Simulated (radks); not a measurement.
All-electron atom: Ir70+ in [He] 2s2 2p3.

Method: Dirac Kohn-Sham, exchange-only PBE, spin-unpolarised, spherical densities, finite nucleus; open shells fill j = l - 1/2 first; Fermi nuclear charge, rms radius 5.4032 fm; computed with a radial shooting solver on a logarithmic mesh with Libxc functionals.

Energy parts (eV):
total: -276983.05
kinetic: 334464.66
electron-nucleus: -621647.65
Hartree: 13137.62
exchange: -2937.67

Orbitals (lengths in bohr, moments of r in powers of bohr; r(90%) holds 90 % of the orbital's charge):
orbital  occ.  eigenvalue (eV)  r(90%)  small-component weight
1s1/2       2        -83587.18  0.0318                8.52e-02
2s1/2       2        -20061.96   0.111                2.05e-02
2p1/2       2        -19709.65  0.0964                2.04e-02
2p3/2       1        -17958.16   0.106                1.85e-02

The highest occupied level is 2p3/2 at -17958.2 eV. The electron density at the nucleus is 1.769e+06 e/bohr^3. For comparison, the ionisation energy in NIST's Atomic Spectra Database is 18120 eV (theoretical). In exact Kohn-Sham theory the highest level is minus the ionisation energy, but local and semilocal functionals leave it too shallow, through self-interaction and a potential that decays too fast; potentials with the right tail come closer. Summed over all electrons, <r^2> = 0.02646 bohr^2, which gives a Langevin (diamagnetic) susceptibility term of -0.021 x 10^-6 cm^3/mol. The density falls to 0.001 e/bohr^3 at r = 0.29 bohr.

Beside tabulated values, note that spin-unpolarised runs miss the spin-polarisation part of the exchange energy of open shells.
